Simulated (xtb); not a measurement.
xtb input:

```bash
xtb mol.xyz --gfn 2 --sp --chrg 0 --uhf 0
```
mol.xyz:
```
2

Y     -0.00000000    -0.00000000    -0.04795507
H      0.00000000     0.00000000     1.87024792
```

Problem. Predict the final energy.

Solution. -1.66949 Eh (GFN2-xTB).
